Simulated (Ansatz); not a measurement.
The same path of CH$_{7}$BN$_{2}$ (11 atoms, charge 0, multiplicity 1) was run twice with different band settings. The coordinate that changes most is the height of N3 over the plane of its neighbours.

Level of theory: RKS PBE-D4/STO-3G in Ansatz 0.2.0.

Relaxed end points:

```xyz
11
Properties=species:S:1:pos:R:3
C -0.699 1.184 -0.168
B 0.104 -0.182 0.029
N 0.105 -0.831 1.289
N 0.822 -0.741 -1.060
H -1.352 1.153 -1.060
H -1.339 1.421 0.700
H -0.011 2.040 -0.308
H 0.611 -1.719 1.501
H -0.406 -0.460 2.117
H 0.852 -0.302 -2.004
H 1.379 -1.621 -1.016
```

```xyz
11
Properties=species:S:1:pos:R:3
C -0.695 1.186 -0.166
B 0.112 -0.177 0.031
N 0.056 -0.863 1.271
N 0.878 -0.705 -1.040
H -1.536 1.060 -0.875
H -1.123 1.560 0.781
H -0.054 1.988 -0.577
H 0.544 -1.762 1.477
H -0.492 -0.515 2.085
H 0.950 -0.239 -1.968
H 1.426 -1.591 -0.999
```

Common settings: climbing image yes; spring 5.0 eV/Å²; optimiser quadratic models (default); start path through a guess of the saddle point; force threshold 0.03 eV/Å; iteration limit 60; end points relaxed.

| run | movable images |
| --- | --- |
| 1 | 7 |
| 2 | 2 |

(1) What does each run give, and how far can it be trusted?

Answers

(1) Run 1: converged after 10 iterations, highest image 0.000 eV above the first end. The top lies less than 8 meV above the higher end, about what the thresholds resolve: that end is a shoulder or a very shallow well. A vibrational analysis at the climbing image gives no mode beyond 40i cm⁻¹: the surface is too flat there to confirm a saddle point.
Run 2: converged after 13 iterations, highest image 0.000 eV above the first end. The top lies less than 8 meV above the higher end, about what the thresholds resolve: that end is a shoulder or a very shallow well. Another band between the same ends (7 images) ends at a top of the same energy, where a vibrational analysis finds no clearly imaginary modes. So few images can step over the top or miss a turn of the path.
Limits of this set-up: minimal basis.
